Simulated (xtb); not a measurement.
xtb input:

```bash
xtb mol.xyz --gfn 2 --ohess tight --chrg 0 --uhf 0
```
mol.xyz:
```
3

Y     -1.10468196    -0.76818733    -1.00100985
O      0.55414596    -0.09339563     0.38987477
H      0.54761033     0.86842256     0.59493289
```

Q: Predict the final energy.

A: -5.81392 Eh (GFN2-xTB).
